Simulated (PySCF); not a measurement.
AlCl2Br, SMILES [Cl][Al]([Cl])[Br].

Geometry optimised at PBE0-D3(BJ)/def2-SVP.

Calculation: TDA-ωB97X/def2-SVPD in PySCF.

Vertical excitations.  State labels are in the subgroup C2v.

| state | symmetry | energy (eV) | λ (nm) | f | main pairs |
|---|---|---|---|---|---|
| S1 | B2 | 6.69 | 185 | 0.015 | HOMO→LUMO 90 % |
| S2 | A2 | 6.81 | 182 | 0.000 | HOMO→LUMO+1 97 % |
| S3 | B1 | 6.90 | 180 | 0.018 | HOMO−1→LUMO 89 % |
| S4 | A1 | 7.37 | 168 | 0.007 | HOMO−1→LUMO+1 75 %, HOMO−4→LUMO 17 % |
| S5 | B2 | 7.52 | 165 | 0.043 | HOMO−2→LUMO 84 % |
| S6 | A2 | 7.52 | 165 | 0.000 | HOMO−3→LUMO 84 % |
| S7 | A2 | 7.58 | 164 | 0.000 | HOMO−2→LUMO+1 91 % |
| S8 | B1 | 7.71 | 161 | 0.000 | HOMO−4→LUMO+1 97 % |
| S9 | A1 | 7.87 | 158 | 0.251 | HOMO−4→LUMO 68 %, HOMO−1→LUMO+1 14 % |
| S10 | B2 | 8.06 | 154 | 0.086 | HOMO−3→LUMO+1 84 % |
| T1 | B2 | 6.35 | 195 | 0 | HOMO→LUMO 86 % |
| T2 | B1 | 6.61 | 188 | 0 | HOMO−1→LUMO 84 % |
| T3 | A2 | 6.71 | 185 | 0 | HOMO→LUMO+1 97 % |
| T4 | A1 | 6.81 | 182 | 0 | HOMO−1→LUMO+1 91 % |
Triplets are in the Tamm–Dancoff approximation.
